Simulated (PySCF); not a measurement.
Bonds (- single, = double, # triple, : aromatic): F1-B2 1.323 Å, B2-O3 1.355 Å, O3-C4 1.371 Å, C4-F5 1.339 Å, C4-F6 1.331 Å. B2 carries H7; C4 carries H8.

Method: geometry from PBE0-D3(BJ)/def2-SVP, σ from GIAO-PBE0/pcSseg-1, in PySCF (rapidly exchanging positions averaged, one conformer, no relativistic terms, isolated molecule).

References, each an isolated molecule treated in the same way: TMS for $^{13}$C (σref 184.41), $^{1}$H (σref 31.27); $^{19}$F (σref 177.25) against CFCl3; $^{11}$B (σref 100.73) against BF3·OEt2; $^{17}$O (σref 334.56) against H2O.

```csv
atoms,nucleus,count,δ (ppm)
H8,$^{1}$H,1,6.64
C4,$^{13}$C,1,115.6
H7,$^{1}$H,1,?
F5/F6,$^{19}$F,2,-93.7
O3,$^{17}$O,1,210.3
B2,$^{11}$B,1,?
F1,$^{19}$F,1,-70.3
```

Question: Complete the table.

Answer: 
- H7: 4.36 ppm, hydrogen on a boron bonded to F, O
- B2: 24.3 ppm, boron bonded to F, O, H

Hydrogens on boron are broadened and split by $^{11}$B (spin 3/2, 80 %) and 10B (spin 3). Shifts are as computed. Against solution values, carbons near 30 ppm lie about +2 ppm off and those near 130 ppm about +5 ppm. Of 1211 compounds with measured shifts, 218 miss one by over three times the rms of a fit or turn the order of signals round; such compounds aren't used in these exercises. Unscaled 19F shifts against computed CFCl3 carry errors that often reach 10 to 50 ppm. Experimental scales use liquid or dissolved standards, which lie at an offset from isolated H2O (liquid H2O: subtract about 36 ppm).
